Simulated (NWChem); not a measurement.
System: SeCl3, doublet; SMILES [Se](Cl)(Cl)Cl

NWChem input:

```
start job
memory heap 200 mb stack 900 mb global 1100 mb
geometry units angstroms noautosym nocenter noautoz
  Se    -0.305411     0.270906     0.000000
  Cl    -0.603764    -0.267352    -2.217851
  Cl    -0.603764    -0.267352     2.217851
  Cl     1.832430    -0.038593     0.000000
end
basis spherical
  * library cc-pvtz
end
dft
  odft
  mult 2
  xc xcamb88 1.00 lyp 0.81 vwn_5 0.19 hfexch 1.00
  cam 0.33 cam_alpha 0.19 cam_beta 0.46
  iterations 150
end
property
  efieldgrad
end
task dft property
```

In the optimisation the excess spin sits in a' (Cs, its own frame). Coordinates come from a PBE0/def2-SVP, spin-unrestricted optimisation. The spin multiplicity was typed, not searched, and may not be the lowest. No stability test was run on the SCF state.

Vzz is the largest principal value of the second derivative of the potential at the nucleus (NWChem prints the opposite sign); η is the asymmetry. Non-relativistic.

Atoms are numbered as in the input.

Problem. What results follow from this input? (CAM-B3LYP/cc-pVTZ, spin-unrestricted.) Quantities: Vzz Se1 (a.u.); η Se1; Vzz Cl3 (a.u.); η Cl3; Vzz Cl4 (a.u.); η Cl4.

Solution. 
| Item | Result |
|---|---|
| Vzz Se1 (a.u.) | -5.801 |
| η Se1 | 0.11 |
| Vzz Cl3 (a.u.) | 2.614 |
| η Cl3 | 0.14 |
| Vzz Cl4 (a.u.) | 4.000 |
| η Cl4 | 0.04 |
